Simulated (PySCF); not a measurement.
## Dipole response of Kr (krypton, neutral)

[Kr], closed-shell 1S. Calculation: PySCF 2.14, in x2c-QZVPPall with one added diffuse shell each of s, p, d, f type (12s9p6d5f1g, 113 functions); scalar relativity by spin-free X2C-1e. Coupled (time-dependent) response in atomic units; α is the mean over directions.

```
method  mean α (bohr³)  C₆ (like pair)  S(−4)
   UHF           16.38           126.5  50.57
   PBE           17.93           140.9  66.52
  PBE0           17.23           134.3  59.08
  MN15           17.28           132.5  60.92
```

S(−4) is the Cauchy moment in α(ω) = α(0) + S(−4) ω² + …

Reference α: 16.78 ± 0.02 bohr³ (recommended; Schwerdtfeger and Nagle, table of static dipole polarizabilities (2023 update)). Published C₆: 130.0 (Chu and Dalgarno (2004); Tang, Norbeck and Certain (1976)).

α(iu) at PBE:

```csv
u (hartree),α(iu) (bohr³)
0,17.93
0.0500,17.77
0.100,17.30
0.200,15.71
0.300,13.73
0.500,10.07
0.750,6.873
1.00,4.883
1.50,2.784
2.00,1.800
3.00,0.9558
5.00,0.4363
```

A single London oscillator, α(iu) = α/(1 + u²/ω²), gives C₆ = (3/4) ω α². Matching the computed C₆ needs ω = 4 × 140.9 / (3 × 17.93²) = 0.584 hartree.
